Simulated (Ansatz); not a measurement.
Mulliken charges of CH$_{5}$BBrN (`NCBBr`) from PBE/def2-TZVPP in Ansatz (PBE0-D4/def2-TZVP geometry).

| atom | x (Å) | y (Å) | z (Å) | charge (e) |
| --- | --- | --- | --- | --- |
| N1 | -0.937 | 0.950 | 0.134 | -0.324 |
| C2 | 0.130 | 0.067 | 0.537 | -0.086 |
| B3 | 0.524 | -1.090 | -0.410 | -0.005 |
| Br4 | -0.111 | -1.181 | -2.209 | -0.087 |
| H5 | -0.900 | 1.149 | -0.857 | 0.138 |
| H6 | -0.917 | 1.825 | 0.637 | 0.139 |
| H7 | 1.112 | 0.563 | 0.707 | 0.088 |
| H8 | -0.096 | -0.386 | 1.514 | 0.099 |
| H9 | 1.285 | -1.942 | -0.073 | 0.038 |

Task: By hand: the dipole of these point charges (1 e Å = 4.8032 D).

Result: Σ q r = (0.185, 0.144, 0.284) e Å, of length 0.368 e Å = 1.77 D.

Task: How does the dipole of the full density compare? (Best estimate.)

Result: The calculation gave: (0.189, 0.262, 0.183) e Å, 1.78 D; the point charges give 0.99 times that, at 24° from its direction.

Point charges leave out the atoms' own dipoles, such as those of lone pairs, and Mulliken's split depends on the basis, so the two needn't agree.
